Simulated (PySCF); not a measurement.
PySCF 2.14 output of an unrestricted r2SCAN calculation on a single atom or ion in x2c-TZVPPall with one added diffuse shell each of s, p, d, f type (7s6p5d3f1g, 80 functions), with the spin-free X2C one-electron Hamiltonian (Gaussian nucleus):

```
SCF conv_tol = 1e-09
number electrons alpha = 16  beta = 14
    J. W. Furness, A. D. Kaplan, J. Ning, J. P. Perdew, and J. Sun.,  J. Phys. Chem. Lett. 11, 8208-8215 (2020)
    J. W. Furness, A. D. Kaplan, J. Ning, J. P. Perdew, and J. Sun.,  J. Phys. Chem. Lett. 11, 9248-9248 (2020)
    J. W. Furness, A. D. Kaplan, J. Ning, J. P. Perdew, and J. Sun.,  J. Phys. Chem. Lett. 11, 8208-8215 (2020)
    J. W. Furness, A. D. Kaplan, J. Ning, J. P. Perdew, and J. Sun.,  J. Phys. Chem. Lett. 11, 9248-9248 (2020)
cycle= 1 E= -1795.57201030104  delta_E= -0.00663  |g|= 0.249  |ddm|= 0.239
cycle= 2 E= -1795.54589838785  delta_E= 0.0261  |g|= 0.523  |ddm|= 0.22
cycle= 3 E= -1795.58071224245  delta_E= -0.0348  |g|= 0.0161  |ddm|= 0.119
cycle= 4 E= -1795.58075820139  delta_E= -4.6e-05  |g|= 0.00123  |ddm|= 0.00746
cycle= 5 E= -1795.5807586684  delta_E= -4.67e-07  |g|= 0.000116  |ddm|= 0.00313
cycle= 6 E= -1795.58075867948  delta_E= -1.11e-08  |g|= 3.89e-06  |ddm|= 0.000576
cycle= 7 E= -1795.58075867952  delta_E= -3.82e-11  |g|= 9.91e-07  |ddm|= 3e-05
converged SCF energy = -1795.58075867952  <S^2> = 2.0020128  2S+1 = 3.0013416
```

The run itself started from symmetry-adapted Hartree-Fock orbitals and held the occupation by maximum overlap, on a logarithmic radial grid, so the iterations belong to that start.

Question: Which element, charge and spin multiplicity is this?

Answer: Zn (zinc, neutral), multiplicity 3; the state was [Ar] 3d10 4s1 4d1, high-spin 3D determinant (an excited configuration).

The outer electron is Rydberg-like, and this basis confines it to a smaller radius and binds it less than a complete one would.
